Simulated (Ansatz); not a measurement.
Ideal-gas functions of BrF2H3Si2 (`F[Si](F)([SiH3])Br`) at 800 K and 1 bar, from an Ansatz frequency run at PBE0-D4/def2-TZVP.

Molar mass 177.1 g/mol, point group Cs (symmetry number 1), electronic degeneracy 1, moments of inertia 206.048, 419.869, 497.512 u Å². Harmonic wavenumbers (cm⁻¹, unscaled): 91, 93, 142, 201, 237, 278, 391, 498, 518, 559, 847, 898, 927, 932, 952, 2233, 2249, 2253.

Use S(trans) = R[1.5 ln M + 2.5 ln T − 1.1517]; rotational temperatures θ = 24.2544 K / I; S(rot) = R[ln(√π/σ · √(T³/θAθBθC)) + 1.5]; for each mode x = 1.438777 ν̃/T, S = R[x/(eˣ − 1) − ln(1 − e⁻ˣ)] and H = RT x/(eˣ − 1); 1 cm⁻¹ = 0.0119627 kJ/mol; R = 8.31446 J/(mol·K).

By hand: the entropy, in J/(mol·K).

Translation 193.9. Rotation: θ = 0.1177, 0.0578, 0.0488 K, giving 133.9. Vibration, mode by mode: 23.37, 23.19, 19.69, 16.82, 15.47, 14.16, 11.41, 9.50, 9.20, 8.61, 5.58, 5.18, 4.97, 4.93, 4.79, 0.76, 0.75, 0.74, in all 179.1. Electronic 0.0. Sum 506.9 J/(mol·K).

By hand: H − E and G − E in kJ/mol, counted from the electronic energy.

Zero-point energy ½ × 14299 × 0.0119627 = 85.5; thermal vibration 65.2; translation, rotation and pV give 4 RT = 26.6. H − E = 177.3 kJ/mol, and G − E = 177.3 − 800 × 506.9/1000 = -228.2 kJ/mol.

Vibration gives 35 % of the entropy, 66.3 J/(mol·K) of it from the modes under 150 cm⁻¹: soft modes count most, and the harmonic formula is weakest for them.
